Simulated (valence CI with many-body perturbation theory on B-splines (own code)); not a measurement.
Which ion has this spectrum?

A relativistic CI+MBPT calculation for an atom or ion with 23 electrons gives these levels (cm⁻¹):

```tsv
J	Parity	E	g
5/2	even	0	1.42
5/2	even	186454	1.31
7/2	even	266903	1.15
3/2	even	275526	1.21
11/2	even	277680	1.12
9/2	even	307542	1.14
5/2	even	324563	1.14
1/2	even	337557	1.85
7/2	even	361228	1.10
3/2	even	445130	0.79
5/2	even	450412	1.25
7/2	even	498100	1.21
11/2	even	504372	1.08
9/2	even	518256	1.14
```

The energies are calculated, and their last digits are not significant.

(1) Which is it?
A. Eu40+
B. Dy43+
C. Sm39+
D. Tb42+

Results:

(1) A. Eu40+, ground level (3d3/2^4 3d5/2) J=5/2.
